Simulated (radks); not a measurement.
Dispersion coefficients C6 (hartree bohr^6) between ground-configuration atoms and ions, from the Casimir-Polder integral (3/pi) of alpha_A(iw) alpha_B(iw). Method: scalar-relativistic Kohn-Sham, LDA (Slater exchange, Perdew-Wang correlation), spin-unpolarised, spherical densities, finite nucleus; Fermi nuclear charge, rms radius of each element as measured or else 0.836 A^(1/3) + 0.57 fm; computed with a radial shooting solver on a logarithmic mesh with Libxc functionals. Response by self-consistent Sternheimer equations with the Hartree and adiabatic LDA kernel, the relativistic mass of each level held fixed and spin-orbit coupling left out.

| C6 | Cu | Zn+ | Ga2+ | Ge3+ | As4+ | Se5+ | Br6+ | Kr7+ | Rb8+ |
|---|---|---|---|---|---|---|---|---|---|
| Cu | 250.8 |  |  |  |  |  |  |  |  |
| Zn+ | 125.3 | 65.45 |  |  |  |  |  |  |  |
| Ga2+ | 77.09 | 41.33 | 26.51 |  |  |  |  |  |  |
| Ge3+ | 52.54 | 28.68 | 18.60 | 13.15 |  |  |  |  |  |
| As4+ | 38.09 | 21.09 | 13.79 | 9.814 | 7.360 |  |  |  |  |
| Se5+ | 28.81 | 16.13 | 10.63 | 7.600 | 5.723 | 4.466 |  |  |  |
| Br6+ | 22.47 | 12.70 | 8.419 | 6.048 | 4.571 | 3.577 | 2.873 |  |  |
| Kr7+ | 17.95 | 10.23 | 6.815 | 4.915 | 3.726 | 2.924 | 2.353 | 1.931 |  |
| Rb8+ | 14.60 | 8.385 | 5.612 | 4.061 | 3.087 | 2.428 | 1.958 | 1.610 | 1.345 |

Static polarisabilities (bohr^3): Cu ([Ar] 3d10 4s1) 39.20, Zn+ ([Ar] 3d10 4s1) 15.67, Ga2+ ([Ar] 3d10 4s1) 8.614, Ge3+ ([Ar] 3d10 4s1) 5.447, As4+ ([Ar] 3d10 4s1) 3.736, Se5+ ([Ar] 3d10 4s1) 2.704, Br6+ ([Ar] 3d10 4s1) 2.034, Kr7+ ([Ar] 3d10 4s1) 1.575, Rb8+ ([Ar] 3d10 4s1) 1.248. The combination rule 2 Ca Cb / ((alpha_b/alpha_a) Ca + (alpha_a/alpha_b) Cb) gives 8.266 for Ga2+-Br6+, against 8.419 from the integral.
